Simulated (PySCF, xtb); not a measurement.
Be2H2, SMILES [BeH][BeH].

GFN2-xTB in xtb at its own geometry gives an orbital gap of 3.35 eV and a dipole moment of 1.25 D.

The structure is a stationary point at PBE0-D3(BJ)/def2-TZVPD.

### Question
What does PBE/def2-TZVPD (PySCF) give? (An estimate is asked for; the answer gives what the named calculation found.)

### Answer
gap 3.22 eV (levels -5.96 and -2.74 eV), dipole 0.00 D.
